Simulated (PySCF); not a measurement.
Fractional electron number in Pm (promethium, neutral)

The 6s beta orbital of [Xe] 4f5 6s2 is emptied in steps (occupation f), with all orbitals relaxed, ending at [Xe] 4f5 6s1. All numbers are calculated (PySCF 2.14, scalar relativity through the core potential, in def2-SVP with the def2 core potential (28 electrons) (10s6p4d3f1g, 78 functions)). The exact energy is a straight line in f; departures are measured from the line between the end points of the same method.

Task: Among PBE0, r2SCAN, LC-wPBE, which shows the largest delocalisation error (convex curve), and which is closest to linear?

Result: Most convex: r2SCAN (-0.427 eV at f = 0.5); closest to linear: LC-wPBE (0.034 eV).

| f | PBE0 (eV) | r2SCAN (eV) | LC-wPBE (eV) |
| --- | --- | --- | --- |
| 1 | 0.000 | 0.000 | 0.000 |
| 0.9 | -0.138 | -0.161 | 0.014 |
| 0.7 | -0.324 | -0.368 | 0.031 |
| 0.5 | -0.387 | -0.427 | 0.034 |
| 0.3 | -0.325 | -0.344 | 0.026 |
| 0.1 | -0.136 | -0.139 | 0.011 |
| 0 | 0.000 | 0.000 | 0.000 |

```json
{"method": "PBE0", "E(f=0) − E(f=1) (eV)": "5.439", "−ε at f=1 (eV)": "3.905", "−ε at f=0.5 (eV)": "5.435"}
{"method": "r2SCAN", "E(f=0) − E(f=1) (eV)": "5.203", "−ε at f=1 (eV)": "3.405", "−ε at f=0.5 (eV)": "5.268"}
{"method": "LC-wPBE", "E(f=0) − E(f=1) (eV)": "5.251", "−ε at f=1 (eV)": "5.410", "−ε at f=0.5 (eV)": "5.235"}
```

Reference removal energy between the ground levels: 5.582 eV (measured; NIST Atomic Spectra Database, ionization energies). The calculation has no spin-orbit coupling.
